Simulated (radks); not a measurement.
The numbers below are computed, except where a source is named.
Task: These are the eigenvalues of the occupied orbitals of an atom or ion with whole-number occupations (eV). Level of theory: Dirac Kohn-Sham, PBE, spin-unpolarised, spherical densities, finite nucleus; Fermi nuclear charge, rms radius of each element as measured or else 0.836 A^(1/3) + 0.57 fm (a radial shooting solver on a logarithmic mesh with Libxc functionals).

orbital  eigenvalue
1s1/2     -180.5877
2s1/2       -9.4430
2p1/2       -3.6089
2p3/2       -3.6057

Which element is it, and in what charge state? The configuration may be excited. Open shells, if any, are shared by 2j + 1.

Result: Z = 5, boron, charge 0: B in [He] 2s2 2p1. The list shows which subshells hold electrons but not how many an open one holds; the 1s level, -6.6365 hartree, gives Z - s = 3.6 by -(Z - s)^2/2, which with screening and relativity narrows Z to a few neighbours, and the depths of the outer levels then fix element, charge and occupations together.
